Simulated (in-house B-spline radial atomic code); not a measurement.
**LC-wPBE excitations of the lithium ion Li⁺**

Method: LC-wPBE. Computed with a B-spline radial code for spherical atoms: linear response of the closed shell 1s2 with the functional's adiabatic kernel; scalar-relativistic (spin-free one-electron X2C), finite nucleus, no spin-orbit coupling, no double excitations, S, P, D and F terms only.

Command:
```bash
python run_td.py task.json out
```
Settings (radii: box in bohr, nucleus in fm):
```
Z                        3
electrons                2
configuration            1s2
hamiltonian              x2c
method                   lc_wpbe
box_radius               41.61
rms_radius               2.444
intervals                77
```

Cost of the run: 0.6 s on 1 thread of Arm Neoverse N1 (shared host).

The lowest states, in the order of their Tamm-Dancoff energies; the method's threshold (minus the highest occupied level) is 66.31 eV. Labels give the largest channel, * marks a mixed state, and oscillator strengths are full-response dipole values. Measured ¹D terms are left out, since they can mix with doubly excited terms. Semilocal kernels can invert the small singlet-triplet splittings of Rydberg terms. Energies in eV:

```csv
state,full response,Tamm-Dancoff,oscillator strength,measured (J-weighted term)
1s → 2s 3S,52.53,52.54,-,59.021
1s → 2s 1S,53.96,54.02,-,-
1s → 2p 3P,54.79,54.80,-,61.281
1s → 2p 1P,55.40,55.41,0.27,62.216
1s → 3s 3S,60.09,60.10,-,68.781
1s → 3d 3D,60.55,60.55,-,-
1s → 3d 1D,?,?,-,-
1s → 3s 1S,60.56,60.58,-,69.279
1s → 3p 3P,60.73,60.73,-,69.369
1s → 3p 1P,60.98,60.98,0.0962,69.648
1s → 4s 3S,62.83,62.83,-,-
1s → 4f 3F,62.93,62.93,-,-
1s → 4f 1F,62.93,62.93,-,-
1s → 4s 1S,63.03,63.04,-,-
1s → 4d 3D,63.04,63.04,-,-
1s → 4d 1D,?,?,-,-
```

(1) Where does 1s → 4d 1D lie?

(2) Where does 1s → 3d 1D lie?

(3) How large is the singlet-triplet splitting of 1s → 2s (S terms) in Tamm-Dancoff?

(4) What polarisabilities and dispersion coefficient does the method give?

Answers

(1) At 63.04 eV in full response, 63.04 eV in Tamm-Dancoff.

(2) At 60.55 eV in full response, 60.55 eV in Tamm-Dancoff.

(3) 1.48 eV, from the unrounded values.

(4) Dipole 0.2085 bohr³, quadrupole 0.1386 bohr⁵, C6 0.08683 hartree·bohr⁶ for two such species.
